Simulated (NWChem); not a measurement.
Molecule: AlNH4; SMILES [NH2][AlH2]

```xyz
6

Al     0.0000     0.0000     0.6739
H     -0.5771    -1.2809     1.4109
H      0.5771     1.2809     1.4109
N      0.0000     0.0000    -1.1071
H      0.3416     0.7581    -1.6855
H     -0.3416    -0.7581    -1.6855
```
Atoms are numbered in this order, from 1.

Computed with NWChem. Geometry optimised at B3LYP/6-31G*; all other runs use it. Pople sets run with spherical d functions. Vzz has the sign of the potential's second derivative.

| quantity | level | value |
|---|---|---|
| vertical, lowest triplet (eV) | PBE0/6-31+G*, full TDDFT | (withheld) |
| Vzz N4 (a.u.) | Hartree-Fock/6-31G* | -0.715 |
| vertical ionisation energy, ΔSCF (eV) | B3LYP/def2-SVP | 9.99 |
| dipole (D) | B3PW91/def2-TZVP | (withheld) |
| highest harmonic frequency (cm⁻¹) | B3LYP/6-31G* | 3658 |

Task: Fill in the missing entries.

Result: 
- vertical, lowest triplet (eV), value: 4.69
- dipole (D), value: 1.24
